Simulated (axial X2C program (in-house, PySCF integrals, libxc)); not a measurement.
**Outer orbitals of LiAs⁺ at 2.751 Å, PBE0**

Calculated with an in-house relativistic program for diatomic molecules. Spin-free means the one-electron spin-free X2C Hamiltonian; two-component (2c) means X2C with spin–orbit coupling and atomic mean-field two-electron Coulomb and Gaunt terms, so the difference of the two also holds small scalar two-electron terms. Basis: As dyall-cv3z [9s9p6d4f1g], Li dyall-cv3z [7s8p2d] (cores contracted in-house); Gaussian nuclei, density fitting, unrestricted open shells. Masses: As 74.922 u, Li 7.016 u.

The distance is close to the 2c PBE0 minimum; the highest filled and lowest empty levels are listed.

Spin-free orbitals, state M_S = 3/2, Λ = 0 (beyond evenly filled blocks: σα, π+α, π-α) (Löwdin shares):

```tsv
symmetry	occupied	ε (eV)	atomic character
σα	yes	-22.61	86% As s, 7% Li p, 4% Li d
σβ	yes	-19.29	86% As s, 7% Li p, 4% Li d
σα	yes	-12.97	82% As p, 8% Li p, 7% Li s
π-α	yes	-12.21	94% As p, 3% Li p, 3% Li d
π+α	yes	-12.21	94% As p, 3% Li p, 3% Li d
σβ	no	-8.59	76% As p, 13% Li s, 8% Li p
π-β	no	-7.66	90% As p, 6% Li p, 3% Li d
π+β	no	-7.66	90% As p, 6% Li p, 3% Li d
σα	no	-5.91	81% Li s, 8% Li p, 5% As p
```

Spinors with spin–orbit coupling (state Ω = 3/2):

```csv
ω,occupied,ε (eV),atomic character,λ mixture
1/2,yes,-22.60,"86% As s, 7% Li p, 4% Li d",100% σ
-1/2,yes,-19.29,"86% As s, 7% Li p, 4% Li d",100% σ
1/2,yes,-12.96,"82% As p, 8% Li p, 7% Li s",100% σ
-1/2,yes,-12.31,"94% As p, 3% Li p, 3% Li d","99% π, 1% σ"
3/2,yes,-12.11,"94% As p, 3% Li p, 3% Li d",100% π
-1/2,no,-8.59,"76% As p, 13% Li s, 8% Li p","99% σ, 1% π"
1/2,no,-7.74,"90% As p, 6% Li p, 3% Li d",100% π
-3/2,no,-7.59,"90% As p, 7% Li p, 3% Li d",100% π
1/2,no,-5.91,"81% Li s, 8% Li p, 5% As p",100% σ
```

(1) How does the gap between the highest filled and lowest empty level change from the spin-free to the 2c table?

Mulliken charges and populations of the two-component result (they depend on the basis, above all on diffuse functions):

As 0.19 e (s 7.98 p 14.82 d 10.01), Li 0.81 e (s 2.07 p 0.09 d 0.03). ⟨Lz⟩ = 0.01 ħ and ⟨Sz⟩ = 1.49 ħ (1.41 and 0.09 on the two atoms), which add up to Ω.

Occupations by symmetry block were frozen at the best pattern of an incomplete PBE0 search. Density functionals use the spin component along the axis (collinear). With several unpaired electrons one determinant need not be a pure state. This is the top spin component of a Σ state; components of lower Ω are not single determinants and can lie lower.

Results:

(1) From 3.62 to 3.52 eV at PBE0, a change of -0.10 eV.
